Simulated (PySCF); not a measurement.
Isomers of C5H10O2. Level of theory: PySCF, PBE0-D3(BJ)/def2-SVP geometry optimisation, gas phase. Energies are electronic, without zero-point or thermal terms, for one conformer each. No frequencies were run at this level. Point groups hold within 0.08 Å.

Question: Order them by energy at this level, lowest first, and give relative energies in kcal/mol.
A. `[CH3:1][O:2][C:3](=[O:4])[CH:5]([CH3:6])[CH3:7]` with C1–O2–C3–O4 -1°, O2–C3–C5–C6 171°
B. `[CH3:1][CH2:2][CH2:3][C:4](=[O:5])[O:6][CH3:7]` with C1–C2–C3–C4 -69°, C2–C3–C4–O5 -14°, C3–C4–O6–C7 178°

Answer: A (0.0), B (0.2).

Neighbours under 2.5 kcal/mol apart (COC(=O)C(C)C and CCCC(=O)OC) can change places with a better method, another conformer or zero-point energy.

```tsv
SMILES	E (Eh)	E rel (kcal/mol)	dipole (D)	point group	A, B, C (MHz)
COC(=O)C(C)C	-346.37581	0.0	1.73	C1	4711, 1850, 1467
CCCC(=O)OC	-346.37547	0.2	1.60	C1	6237, 1425, 1324
```
